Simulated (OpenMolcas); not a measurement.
d1 ions of charge +4 down a group with 6 fluoride ligands in octahedral coordination

| Item | Value |
| --- | --- |
| Program | OpenMolcas |
| Method | CASSCF |
| Spin-orbit coupling | state interaction with AMFI integrals over the reference wave functions |

The d shell is active. Anionic complexes are neutralised by point charges behind the ligands. Distances were set from a Shannon-type radius of the metal (high-spin where two are listed) plus a fixed donor radius (F 1.31 Å). Ligand basis ANO-RCC-VDZP, DKH2 Hamiltonian. States (labels of O, the rotations of Oh). Energies in cm-1 above the lowest state or level, χT in cm3 K/mol; under a threefold ground state the first gap can be a small split of the lowest multiplet, not the spin-orbit step; 10Dq is the gap between the two states. Spin-only χT is S(S+1) / 2 for the spin of the ground state.

```tsv
Ion	Shell	R (Å)	Metal basis	Outer charge (e at Å behind ligand)	Ground state	First state of that spin	10Dq	First gap with spin-orbit (degeneracies)	χT at 300 K	Spin-only χT
V4+	3d1	1.89	ANO-RCC-VTZP	0.33 at 2.8	2T2	2E 18554	18554	335.1 (4, 2)	0.365	0.375
Nb4+	4d1	1.99	ANO-RCC-VDZP	0.33 at 3.2	2T2	2E 30983	30983	996.0 (4, 2)	0.149	0.375
Ta4+	5d1	1.99	ANO-RCC-VDZP	0.33 at 2.8	2T2	2E 35442	35442	4005 (4, 2)	0.042	0.375
```

The rows also differ in their metal basis and outer charges, so part of each step comes from that.

|10Dq| changes by factors of 30983 / 18554 = 1.67 from V4+ to Nb4+, 35442 / 30983 = 1.14 from Nb4+ to Ta4+.

χT departs most from the spin-only value for Ta4+, by -0.333 cm3 K/mol.

An orbital triplet at a regular site is open to Jahn-Teller coupling, which can distort the site and quench the lowest spin-orbit gaps and is left out. Ligand-to-metal charge-transfer states are missing. The least metal-like active orbital is 83 % on the metal (Löwdin) and no ligand orbital is active, so the numbers are rough (holds for V4+). With metal d orbitals alone and no dynamic correlation the field as a rule comes out too small, by tens of per cent, by up to half for chloride and softer ligands (holds for V4+). The least metal-like active orbital is 78 % on the metal (Löwdin) and no ligand orbital is active, so the numbers are rough (holds for Nb4+). With metal d orbitals alone the field can be off either way by tens of per cent (holds for Nb4+; Ta4+). The least metal-like active orbital is 77 % on the metal (Löwdin) and no ligand orbital is active, so the numbers are rough (holds for Ta4+). No measured value stands beside these numbers; the geometry was imposed, not optimised, and the real ion may take another.
